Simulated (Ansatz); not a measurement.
System: C3H12OSi2, charge 0, multiplicity 1. 
Geometry from a B3LYP-D3(BJ)/def2-TZVP (Ansatz, an electronic-structure program) optimisation:
```xyz
18

C     -1.2112    -0.0319     1.7624
Si    -0.7694    -0.1013    -0.0539
C     -1.2059     1.5133    -0.8918
C     -1.6169    -1.5376    -0.8917
O      0.8596    -0.3496    -0.1950
Si     2.3468     0.2368     0.1248
H     -0.6938     0.7890     2.2645
H     -2.2847     0.1189     1.9000
H     -0.9360    -0.9596     2.2690
H     -0.6901     2.3547    -0.4231
H     -0.9258     1.4960    -1.9473
H     -2.2796     1.7082    -0.8336
H     -1.3409    -2.4832    -0.4203
H     -1.3382    -1.5947    -1.9461
H     -2.7037    -1.4389    -0.8361
H      2.5505     0.3779     1.5878
H      3.3553    -0.6999    -0.4177
H      2.5309     1.5683    -0.5036
```
Charge 0, spin multiplicity 1.

Computed values are from Ansatz. Cores are frozen in the correlated levels unless marked. UHF or UKS for open shells. Spin-orbit coupling is left out. No relativistic terms. CBS(X,Y): correlation extrapolated as X^-3; Hartree-Fock from the larger set.

What is the total energy at CCSD(T)/CBS(cc-pV(T+d)Z,cc-pV(Q+d)Z)?

-774.8296 Eh.

What is the dipole moment at CCSD(T)/aug-cc-pV(D+d)Z?

0.95 D.

What is the T1 diagnostic at CCSD/cc-pV(Q+d)Z?

0.010.

What is the atomisation energy De at CCSD(T)/CBS(cc-pV(T+d)Z,cc-pV(Q+d)Z)?

1618.2 kcal/mol.
